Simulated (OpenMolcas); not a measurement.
Ti2+ in a point-charge field

Ti2+ among 5 point charges of -1 e arranged as a trigonal bipyramid (D3h), 1.95 Å from the ion, with the axial distance 1.911 Å.
```
   1.9500    0.0000    0.0000  -1.00
  -0.9750    1.6887    0.0000  -1.00
  -0.9750   -1.6887    0.0000  -1.00
   0.0000    0.0000    1.9110  -1.00
   0.0000    0.0000   -1.9110  -1.00
```

```json
{
 "Program": "OpenMolcas 26.06",
 "Method": "SS-CASPT2, IPEA 0.25 Eh, imaginary shift 0.1 Eh (closed shells correlated: 3s 3p)",
 "Basis": "ANO-RCC-VDZP [5s4p2d1f]",
 "Scalar Hamiltonian": "DKH2, point nucleus",
 "Active space": "2 electrons in 5 orbitals (3d)",
 "State averaging": "2S+1 = 3 even, 10 roots; 2S+1 = 1 even, 15 roots",
 "Spin-orbit coupling": "RASSI with atomic mean-field integrals over the reference wave functions"
}
```

The lowest spin-free states (labels of D3, the rotations of D3h), above the lowest:

| State | Degeneracy | E (cm-1) | Free-ion L (%) |
| --- | --- | --- | --- |
| 3A1 | 1 | 0 | F (100) |
| 3A2 | 1 | 22 | F (100) |
| 3A2 | 1 | 620 | F (100) |
| 3E | 2 | 1870 | F (94) |
| 3E | 2 | 7560 | F (100) |
| 1E | 2 | 7730 | D (97) |
| 1A1 | 1 | 8350 | D (86) |
| 3A2 | 1 | 9980 | P (100) |
| 1E | 2 | 10960 | D (72) |
| 1A1 | 1 | 13550 | G (100) |
| 1E | 2 | 13590 | G (100) |
| 1A2 | 1 | 13640 | G (100) |
| 3E | 2 | 16070 | P (94) |
| 1E | 2 | 18080 | G (72) |
| 1E | 2 | 20930 | G (97) |
| 1A1 | 1 | 21780 | G (80) |
| 1A1 | 1 | 36160 | S (92) |

The lowest levels with spin-orbit coupling:

```json
{"E (cm-1)": "0", "Degeneracy": "2", "Label": "E", "2S+1": "3", "g": "0.00 0.00 1.84"}
{"E (cm-1)": "160", "Degeneracy": "1", "Label": "A2", "2S+1": "3", "g": ""}
{"E (cm-1)": "190", "Degeneracy": "1", "Label": "A1", "2S+1": "3", "g": ""}
{"E (cm-1)": "350", "Degeneracy": "2", "Label": "E", "2S+1": "3", "g": "0.00 0.00 9.85"}
{"E (cm-1)": "750", "Degeneracy": "1", "Label": "A1", "2S+1": "3", "g": ""}
{"E (cm-1)": "770", "Degeneracy": "2", "Label": "E", "2S+1": "3", "g": "0.00 0.00 3.98"}
{"E (cm-1)": "1980", "Degeneracy": "1", "Label": "A2", "2S+1": "3", "g": ""}
{"E (cm-1)": "2010", "Degeneracy": "1", "Label": "A1", "2S+1": "3", "g": ""}
{"E (cm-1)": "2040", "Degeneracy": "2", "Label": "E", "2S+1": "3", "g": "0.00 0.00 1.91"}
{"E (cm-1)": "2080", "Degeneracy": "2", "Label": "E", "2S+1": "3", "g": "0.00 0.00 5.89"}
{"E (cm-1)": "7580", "Degeneracy": "2", "Label": "E", "2S+1": "3 (88 %)", "g": "0.00 0.00 0.09"}
{"E (cm-1)": "7730", "Degeneracy": "2", "Label": "E", "2S+1": "3", "g": "0.00 0.00 3.86"}
{"E (cm-1)": "7840", "Degeneracy": "2", "Label": "", "2S+1": "3", "g": "0.00 0.00 7.86"}
{"E (cm-1)": "7940", "Degeneracy": "2", "Label": "E", "2S+1": "1 (88 %)", "g": "0.00 0.00 1.60"}
{"E (cm-1)": "8510", "Degeneracy": "1", "Label": "A1", "2S+1": "1", "g": ""}
{"E (cm-1)": "10150", "Degeneracy": "2", "Label": "E", "2S+1": "3", "g": "0.00 0.00 4.00"}
{"E (cm-1)": "10150", "Degeneracy": "1", "Label": "A1", "2S+1": "3", "g": ""}
{"E (cm-1)": "11120", "Degeneracy": "2", "Label": "E", "2S+1": "1", "g": "0.00 0.00 3.88"}
{"E (cm-1)": "13720", "Degeneracy": "1", "Label": "A1", "2S+1": "1", "g": ""}
{"E (cm-1)": "13760", "Degeneracy": "2", "Label": "", "2S+1": "1", "g": "0.00 0.00 7.49"}
```

Powder χT (cm3 K/mol): 0.114 at 2 K, 0.146 at 10 K, 0.312 at 50 K, 0.562 at 100 K, 1.02 at 200 K, 1.31 at 300 K. The effective moment at 300 K is 2.828 √(χT) = 3.24 μB.

The lowest level has 2S+1 = 3, for which the spin-only value is χT = S(S+1) / 2 = 1.000 cm3 K/mol (g = 2). The computed 1.309 at 300 K differs by +0.309, through orbital momentum, spin-orbit coupling and any other state in reach.

Roots that are degenerate in the reference are averaged as groups; the widest CASPT2 spread within a group is 160 cm-1 (the 2-fold group of multiplicity 3 near 7560 cm-1 above the lowest state of its run). Shifts and gaps below about the spread of the groups concerned are not significant. Over all roots computed the reference weight is 0.90 to 0.95; the roots of lowest weight are the least certain, and an intruder state may touch them. Spin-orbit coupling mixes the spin-free states strongly: the lowest level takes only 53 % from its leading state, 3A1. Free-ion shares, where given, are those of the reference states; single-state CASPT2 does not remix them. Point charges carry no covalency, so the field is a model and not that of real ligands. No measured value stands beside these numbers.

With an even number of electrons the g values are those of a degenerate or nearly degenerate non-Kramers pair.
